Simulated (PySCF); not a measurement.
Simulated absorption spectrum

Species: C6H10O.
InChI=1S/C6H10O/c1-2-3-6(7)4-5-6/h2,7H,1,3-5H2

Computed, not measured: TDDFT PBE0/def2-SVPD, vertical, gas phase, core orbitals frozen in the response (PySCF 2.14.0, density-fitted response routines). Isolated species at its GFN2-xTB geometry (one conformer only). Torsions of this conformer, `[CH2:1]=[CH:2][CH2:3][C:4]1([OH:5])[CH2:6][CH2:7]1`: C1–C2–C3–C4 -109°, C2–C3–C4–O5 68°, H–O5–C4–C3 -55°.

Broadening: Gaussians 0.4 eV wide at half height, area fixed by f = 4.319×10⁻⁹ ∫ε dν̃. The width is an assumption, not a result. The curve ends short of the highest state used, and states not computed would add to its high-energy end.

(λ (nm), ε (L mol⁻¹ cm⁻¹)): (169.8, 8846), (171.5, 10454), (173.2, 12121), (174.9, 12816), (176.5, 12092), (178.2, 10035), (179.9, 7346), (181.6, 4785), (183.3, 2805), (184.9, 1560), (186.6, 775), (188.3, 364), (190.0, 169), (191.7, 86), (193.4, 57), (195.0, 49), (196.7, 48), (198.4, 46), (200.1, 42), (201.8, 35), (203.5, 26), (205.1, 19), (206.8, 12), (208.5, 7), (210.2, 4), (211.9, 2), (213.6, 1), (215.2, 1), (216.9, 0), (218.6, 0)

(1) Locate the maxima and give the states behind the curve.

(2) Coming from long wavelengths, where does ε first pass 100 L mol⁻¹ cm⁻¹?

(3) On this curve, what absorbance would a 10⁻³ mol/L sample give at 193 nm over a 1 cm path?

## Answers

(1) 175 nm (7.09 eV), ε about 13000, made up of S3 (89%) (ε in L mol⁻¹ cm⁻¹; maxima over ε = 5, shares over 10%). The states used: S1 6.27 eV (f 0.0007); S2 6.87 eV (f 0.010); S3 7.07 eV (f 0.171); S4 7.32 eV (f 0.037); S5 7.48 eV (f 0.0091); S6 7.55 eV (f 0.029); S7 7.72 eV (f 0.233); S8 7.90 eV (f 0.037).

(2) At about 191 nm (6.48 eV), 0.21 eV above S1.

(3) 193 nm is 6.424 eV, where ε is about 61 L mol⁻¹ cm⁻¹, so A = ε c l ≈ 0.061 (Beer–Lambert, with the gas-phase spectrum and the assumed width).
